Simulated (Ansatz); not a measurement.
Species: [Cd(Cl)2] (charge 0, multiplicity 1), formula CdCl$_{2}$.

How many basis functions does frozen-core CCSD(T)/def2-TZVPP // TPSS-D3(BJ)/def2-SVP run with Ansatz (a first-principles code) use, how many core orbitals are frozen, and how many electrons are correlated?

140 basis functions and 10 frozen orbitals, which leaves 34 correlated electrons. Core time is of the order of seconds.
